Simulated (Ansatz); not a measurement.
An input meant for Ge(NH2)2H2 (GeN₂H₆) (charge 0, singlet; scaled by 1.12; with a point charge).

```yaml
crystal:
  periodic: [false, false, false]
  atoms:
    - {symbol: Ge, position_ang: [-0.628697, 0.009628, -0.443772]}
    - {symbol: N, position_ang: [-0.802519, -0.003856, 1.612606]}
    - {symbol: H, position_ang: [-0.376321, 0.901280, 2.141334]}
    - {symbol: H, position_ang: [-0.420231, -0.938382, 2.123461]}
    - {symbol: N, position_ang: [1.250724, -0.003021, -1.296247]}
    - {symbol: H, position_ang: [1.872839, -0.924302, -1.084870]}
    - {symbol: H, position_ang: [1.879207, 0.915921, -1.093753]}
    - {symbol: H, position_ang: [-1.371012, 1.466819, -0.971068]}
    - {symbol: H, position_ang: [-1.404000, -1.424089, -0.987702]}
basis:
  gaussian: {orbitals: def2-mTZVP, point_charges: [{charge: -1.00, position_ang: [5.641, 0.840, 0.223]}]}
total_charge: 4
hamiltonian: {xc: {name: wPBEh}}
scf: {lower_state_search: full}
output: {forces: true}
```

```sh
$ ansatz run in.yaml --threads 4 --pin off --events-out ev --progress --plain --max-ram 3916MiB
```

Shortened log:

```
Functional definition: wPBEh
866 factors; integrals over basis functions are off by at most 1.1e-3 eV
112 factors; integrals over basis functions are off by at most 3.7e-7 eV
mean field evaluation 1: about -59417.4804 eV, gradient 2.0e2 eV
mean field evaluation 2: about -59417.6631 eV, gradient 2.0e2 eV
mean field evaluation 4: about -59478.8426 eV, gradient 8.2e1 eV
mean field evaluation 8: about -59494.0101 eV, gradient 8.0e1 eV
mean field evaluation 16: about -59515.9902 eV, gradient 1.3e1 eV
mean field evaluation 32: about -59512.9226 eV, gradient 2.9e1 eV
mean field evaluation 64: about -59516.5293 eV, gradient 1.1e0 eV
mean field evaluation 96: about -59477.8217 eV, gradient 9.3e1 eV
mean field evaluation 128: about -59487.6398 eV, gradient 7.1e1 eV
mean field -59517.25511392 eV, -2187.2187831921 hartree, gradient 7.1e-6 eV, S^2 0.000000; 8 other end points of the search recorded, 0 dependent functions left out
reference -59517.25514361 eV, -2187.2187842833 hartree; 24, 24 occupied and 68, 68 virtual orbitals, 866 factors
Total energy: -59517.25514361 eV, -2187.2187842833 hartree
Atom 0 at    -0.628697     0.009628    -0.443772 Å, force    -1.698972     0.671214    -1.058995 eV/Å
Atom 1 at    -0.802519    -0.003856     1.612606 Å, force     4.612659     0.437170     0.709731 eV/Å
Atom 2 at    -0.376321     0.901280     2.141334 Å, force    -1.188982    -1.178048     0.130735 eV/Å
Atom 3 at    -0.420231    -0.938382     2.123461 Å, force    -1.981309     0.841085     0.493356 eV/Å
Atom 4 at     1.250724    -0.003021    -1.296247 Å, force     2.394098     0.566214     4.050179 eV/Å
Atom 5 at     1.872839    -0.924302    -1.084870 Å, force     0.274033     0.619589    -2.067751 eV/Å
Atom 6 at     1.879207     0.915921    -1.093753 Å, force     0.383851    -0.900830    -1.223912 eV/Å
Atom 7 at    -1.371012     1.466819    -0.971068 Å, force    -0.629360    -0.060116    -0.454754 eV/Å
Atom 8 at    -1.404000    -1.424089    -0.987702 Å, force    -0.427100    -0.725867    -0.308220 eV/Å
Dipole moment:     1.202120    -0.038735     0.592048 e Å
```

Question: What is wrong with this run?

Answer: The charge is far from what the species holds (4 typed, 0 meant). Self-consistency was reached. The result belongs to that input, not to the species as meant.
